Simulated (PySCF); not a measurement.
C3H8GeO2S.
Structure used (PBE0-D3(BJ)/def2-SVP), in Å, numbered top down from 1:
```xyz
15
C3H8GeO2S angstrom
C      2.3131   -0.5194   -0.6152
S      2.1351    1.2794   -0.8629
Ge    -0.0068    1.4706   -0.4425
O     -0.8630    0.0664   -1.1600
C     -1.7207   -0.4868   -0.1839
C     -1.1158   -0.2320    1.2002
O     -0.5577    1.0632    1.2145
H      3.2570   -0.8095   -1.0951
H      2.3608   -0.7657    0.4541
H      1.4808   -1.0529   -1.0928
H     -0.5061    2.8616   -0.8432
H     -2.7231   -0.0204   -0.2494
H     -1.8374   -1.5663   -0.3742
H     -1.8851   -0.3041    1.9863
H     -0.3377   -0.9895    1.4206
```

Method used: core-valence-separated Tamm–Dancoff BHandHLYP/aug-pcX-1 (pcseg-1 on H, def2-SVPD on Ge, def2-SVPD on S) in PySCF, non-relativistic, gas phase, PBE0-D3(BJ)/def2-SVP geometry. Absolute energies from this functional tend to lie a few eV below measured edges; no shift was applied.

The lowest roots of each edge with f over 0.003 (five at most, numbered afresh; weaker and dark ones are left out), with transition dipoles (au) in the frame of the coordinates:

```csv
root,edge,E (eV),μx,μy,μz
1,C,284.95,0.0105,-0.0815,0.0090
2,C,286.36,0.0217,-0.0404,0.0058
3,C,286.64,0.0540,0.0184,-0.0229
4,C,286.67,-0.0155,-0.0665,0.0257
5,C,287.02,0.0199,0.0022,-0.0594
6,O,531.82,0.0162,0.0316,0.0186
7,O,531.83,0.0181,0.0053,-0.0354
8,O,533.43,-0.0151,-0.0131,-0.0105
9,O,533.56,-0.0045,0.0153,-0.0235
10,O,533.69,0.0089,-0.0159,-0.0051
```

**Question.** What are the oscillator strengths?

**Answer.** f = (2/3) ΔE |μ|², with ΔE in hartree (27.2114 eV):

```tsv
root	ΔE (Eh)	|μ|² (au)	f	core hole on
1	10.4718	0.006834	0.048	C1
2	10.5236	0.002137	0.015	C1
3	10.5339	0.003779	0.026	C5
4	10.5350	0.005323	0.037	C6
5	10.5478	0.003929	0.028	C1
6	19.5441	0.001607	0.021	O4/O7
7	19.5445	0.001609	0.021	O4/O7
8	19.6034	0.000510	0.007	O7
9	19.6080	0.000807	0.011	O4
10	19.6128	0.000358	0.005	O7
```

**Question.** Molecules are fixed in this frame and the field points along y. What effective strengths 3 f cos²θ do the roots have (θ between field and μ)?

**Answer.** root 1 (C1): 0.139, root 2 (C1): 0.034, root 3 (C5): 0.007, root 4 (C6): 0.093, root 5 (C1): 0.000, root 6 (O4/O7): 0.039, root 7 (O4/O7): 0.001, root 8 (O7): 0.007, root 9 (O4): 0.009, root 10 (O7): 0.010. Root 1 is the strongest. Averaged over all orientations cos²θ is 1/3, which gives f back.

 The BHandHLYP/aug-pcX-1 (pcseg-1 on H, def2-SVPD on Ge, def2-SVPD on S) calculation is non-relativistic and has no spin–orbit coupling, an omission that weighs most on germanium.

One conformer stands for the species.
